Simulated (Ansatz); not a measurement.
CH$_{9}$BN$_{2}$Si from Hartree–Fock to CCSD(T)

```xyz
14

B     0.7633    0.5953   -1.0730
C    -0.7095    0.3297   -1.2555
N    -1.3329   -0.8349   -1.1672
Si    0.5297    0.7000    0.9639
N     0.3772   -0.9338    1.5474
H     1.5093   -0.3613   -1.1046
H     1.1626    1.6704   -1.4360
H    -1.4019    1.1624   -1.3880
H    -0.7976   -1.6568   -0.9341
H    -2.3305   -0.8970   -1.0556
H     1.7227    1.4239    1.5010
H    -0.6694    1.4049    1.5107
H     1.1778   -1.5352    1.4179
H    -0.0009   -1.0676    2.4731
```

Charge 0, multiplicity 1. The bonds changed during the relaxation, so this is another structure than the one it started from. The structure was optimised at the PBE0-D4/def2-TZVP level. It is one conformer, not always the lowest. Frozen core, restricted reference, the Gaussian-basis code of Ansatz. CBS rows extrapolate triple and quadruple zeta; past MP2 they add the triple-zeta difference.

| basis | HF (Eh) | MP2 corr. |
| --- | --- | --- |
| def2-TZVPP | -465.69607 | -0.84695 |
| def2-QZVPP | -465.71384 | -0.90439 |

Q: Estimate the CCSD correlation energy and the (T) correction in each basis where they were run (hartree).

A: 
```csv
basis,CCSD corr.,(T)
def2-TZVPP,-0.89788,-0.03765
CBS(def2),-0.99787,as TZ
```
